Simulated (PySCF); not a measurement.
PySCF input for C₅H₅Cl, SMILES C=C=C/C=C/Cl, SMD-PBE0/6-31G*. Geometry: r2SCAN-D4/def2-SVP. The structure was generated by enumeration; whether it is a known compound was not checked. One conformer was computed; it need not be the lowest.

```python
import numpy as np
from pyscf import gto, scf, dft
from pyscf.solvent import smd

mol = gto.M(
    atom='''
    C    -0.91211458   -3.10091748    0.00000000
    C     0.06588339   -2.23245294   -0.00000000
    C     1.05321105   -1.35331057   -0.00000000
    C     0.92858498    0.10588502   -0.00000000
    C    -0.23609527    0.77799446    0.00000000
    Cl   -0.32027500    2.50388243    0.00000000
    H    -1.33959960   -3.48324844    0.93624221
    H    -1.33959961   -3.48324844   -0.93624221
    H     2.07859534   -1.74694236   -0.00000000
    H     1.86323289    0.67551823   -0.00000000
    H    -1.21477140    0.28872881    0.00000000
    ''',
    basis='6-31G*',
    charge=0,
    spin=0,
    max_memory=1600,
    verbose=3,
)
mf = dft.RKS(mol, xc='pbe0').density_fit(auxbasis='def2-universal-jkfit')
mf.grids.level = 3
mf.conv_tol = 1e-9
mf.max_cycle = 100
mf.kernel()
res = {}
for name in ['water', 'diethylether', '2-propanol']:
    s = mf.SMD()
    s.with_solvent.solvent, s.with_solvent.sasa_ng = name, 194
    s.kernel(mf.make_rdm1())
    res[name] = (s.e_tot, s.with_solvent.get_cds(), s.dip_moment(), s.mo_energy, s.converged)
    print(f'SMD {name}: dG(solv) = {(s.e_tot - mf.e_tot) * 627.509474:.3f} kcal/mol, of which CDS {res[name][1] * 627.509474:.3f}')
```

It prints:

```
converged SCF energy = -653.239616931585
converged SCF energy = -653.240116693127
Dipole moment(X, Y, Z, Debye):  0.16748, -2.36362,  0.00000
SMD water: dG(solv) = -0.314 kcal/mol, of which CDS 4.192
converged SCF energy = -653.247345067966
Dipole moment(X, Y, Z, Debye):  0.15306, -2.19962,  0.00000
SMD diethylether: dG(solv) = -4.849 kcal/mol, of which CDS -1.810
converged SCF energy = -653.246682175853
Dipole moment(X, Y, Z, Debye):  0.16433, -2.33301,  0.00000
SMD 2-propanol: dG(solv) = -4.434 kcal/mol, of which CDS -0.217
```

The run converged.

Cost: very roughly 40 core-seconds.
